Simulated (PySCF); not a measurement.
Species: C₇H₁₃P.
Z-matrix (Å and degrees, GFN2-xTB geometry), rows numbered from 1:
```
C 
C   1  1.4893
P   2  1.6716  1  131.73
C   3  1.8853  2  104.10  1    -0.61
C   4  1.5350  3  108.97  2  -168.51
C   5  1.5224  4  103.37  3   -91.32
C   6  1.5255  5  102.52  4   -42.54
C   7  1.5338  6  104.20  5    39.70
H   1  1.0912  2  109.72  3  -122.99
H   1  1.0856  2  112.55  3    -2.07
H   1  1.0917  2  109.88  3   119.36
H   2  1.0849  1  114.02  3  -179.77
H   4  1.0938  3  107.95  2   -48.56
H   5  1.0912  4  112.17  3    30.36
H   5  1.0923  4  110.20  3   151.13
H   6  1.0891  5  113.10  4  -164.35
H   6  1.0923  5  109.46  4    74.11
H   7  1.0891  6  112.60  5   161.55
H   7  1.0917  6  109.49  5   -78.04
H   8  1.0928  4  110.31  3    -5.64
H   8  1.0903  4  111.56  3  -125.05
```

NICS is the negative of the GIAO shielding at a point without a nucleus: at the ring centre (0) and 1 Å above and below it (1); zz is the component along the ring normal. Level: GIAO PBE0/pcSseg-1 (PySCF, non-relativistic, gas phase) on the GFN2-xTB geometry, one conformer.

Ring bond lengths (Å), with Mayer bond orders in brackets: C4–C5 1.535 (1.02), C5–C6 1.522 (1.02), C6–C7 1.525 (1.03), C7–C8 1.534 (1.04), C8–C4 1.545 (0.97).

Question: Give the NICS values of each ring in ppm.

Answer: 
| ring | type | NICS(0) | NICS(1), two faces | NICS(1)zz, two faces | rms pucker (Å) | centre to ring atoms, mean (Å) |
| --- | --- | --- | --- | --- | --- | --- |
| C4–C5–C6–C7–C8 | 5-membered carbocycle; formal bonds all single | -5.8 | -3.9 / -4.4 | -4.8 / -3.8 | 0.19 | 1.28 |

Question: What do they say, and how far can they be read as aromaticity?

Answer: 
- C4–C5–C6–C7–C8: mean NICS(1)zz -4.3 ppm, shielded. C4, C5, C6, C7, C8 have four or more neighbours; no verdict on aromaticity is drawn.

Question: List the ring angles and the Hirshfeld charges of the ring atoms.

Answer: 
- C4–C5–C6–C7–C8: C4 105.4° (-0.070 e), C5 103.4° (-0.077 e), C6 102.5° (-0.072 e), C7 104.2° (-0.070 e), C8 106.0° (-0.073 e); sum 521.4° against 540° for a flat convex ring.

Rough CPU time on one thread of a shared machine: about 90 s. This is the whole shielding run at PBE0/pcSseg-1, SCF included.
